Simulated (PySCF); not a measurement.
Name the molecule from its bond curve

A diatomic of charge 0 contains Pb. Its doublet curve at PBE0 in a triple-zeta basis (scalar-relativistic core potentials, PySCF), in eV from the separated fragments:

| R (Å) | E (eV) |
| --- | --- |
| 1.777 | -3.272 |
| 1.859 | -3.950 |
| 1.942 | -4.312 |
| 2.004 | -4.436 |
| 2.066 | -4.468 |
| 2.128 | -4.432 |
| 2.211 | -4.309 |
| 2.314 | -4.075 |
| 2.438 | -3.732 |
| 2.603 | -3.236 |

The fit gives ωe = 531 cm⁻¹ and the rotational constant Bₑ = 0.2279 cm⁻¹.

Problem. Which atom is the partner?

Solution. The minimum lies at 2.061 Å, so the reduced mass is 16.8576 u Å² cm⁻¹/(Bₑ·Re²) = 17.41 u. With Pb at 207.98 u the partner weighs about 19.0 u: F. The molecule is PbF.

Spin–orbit coupling is left out, which matters for elements this heavy, above all for dissociation energies. The state is the lowest determinant that a PBE0 search found; another state may lie lower at other levels.
